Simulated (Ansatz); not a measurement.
Isolated molecules relaxed with PBE0-D4/def2-TZVP in Ansatz; ΔE leaves out vibrations. CBS: MP2 limit from def2 TZ/QZ plus the TZ coupled-cluster correction, frozen cores. One conformer a species, not always the lowest.

Reaction (substitution at a C–Si bond): `CC[SiH2]CS` + `CB(O)F` → `CCOB(C)F` + `[SiH3]CS`

`CC[SiH2]CS`:

```xyz
15

C    -1.228    1.242    0.563
C    -0.390    1.018   -0.693
Si    0.039   -0.782   -1.001
C     0.888   -1.553    0.491
S     2.403   -0.679    0.969
H    -0.697    0.922    1.465
H    -2.165    0.680    0.524
H    -1.483    2.296    0.695
H     0.537    1.599   -0.650
H    -0.924    1.383   -1.577
H    -1.218   -1.545   -1.265
H     0.934   -0.914   -2.182
H     0.217   -1.652    1.348
H     1.215   -2.562    0.227
H     1.872    0.548    1.085
```

`CB(O)F`:

```xyz
8

C    -0.919    0.419    0.144
B     0.424   -0.278   -0.227
O     1.500   -0.249    0.593
F     0.538   -0.934   -1.392
H    -1.735   -0.310    0.154
H    -0.880    0.913    1.114
H    -1.184    1.160   -0.617
H     2.256   -0.722    0.232
```

`CCOB(C)F`:

Z-matrix (Å, degrees):
```
C
C 1 1.510
H 1 1.092 2 110.7
H 1 1.092 2 110.8 3 120.5
H 1 1.093 2 110.2 3 -119.9
O 2 1.424 1 110.9 3 -56.3
H 2 1.092 1 110.7 3 61.3
H 2 1.093 1 110.7 3 -178.8
B 6 1.348 2 122.4 1 -93.4
C 9 1.561 6 121.6 2 179.2
F 9 1.344 6 119.0 2 -0.9
H 10 1.094 9 110.3 6 121.1
H 10 1.090 9 112.4 6 -0.3
H 10 1.094 9 110.4 6 -121.9
```

`[SiH3]CS`:

```xyz
9

Si   -0.290    0.417    0.953
C    -0.243    0.011   -0.880
S     0.720   -1.491   -1.200
H    -0.956   -0.681    1.695
H    -1.022    1.692    1.191
H     1.106    0.569    1.446
H    -1.255   -0.215   -1.226
H     0.127    0.844   -1.480
H     1.813   -1.146   -0.499
```

```json
{"species": "`CC[SiH2]CS`", "HF/CBS(def2) energy (Eh)": "-805.99314"}
{"species": "`CB(O)F`", "HF/CBS(def2) energy (Eh)": "-239.43792"}
{"species": "`CCOB(C)F`", "HF/CBS(def2) energy (Eh)": "-317.52766"}
{"species": "`[SiH3]CS`", "HF/CBS(def2) energy (Eh)": "-727.88283"}
```

Problem. Work out ΔE.

Solution. ΔE = (-317.52766) + (-727.88283) − (-805.99314) − (-239.43792) = 0.02057 Eh = +54.0 kJ/mol. CCSD(T)/CBS gives +74.7 kJ/mol.

Largest T1 diagnostic among the species: 0.012.

In def2-TZVPP, CCSD(T) changes the Hartree–Fock value by +17.5 kJ/mol (the triples alone add +1.5 kJ/mol) and MP2 by +25.8 kJ/mol. The D4 term adds +6.9 kJ/mol with B3LYP and +4.0 kJ/mol with PBE0; it sums over pairs of atoms, weighted by their polarisabilities, and B3LYP, whose exchange is more repulsive, gets the larger term.

B3LYP here is the variant with VWN-RPA as its local correlation; programs differ in this.
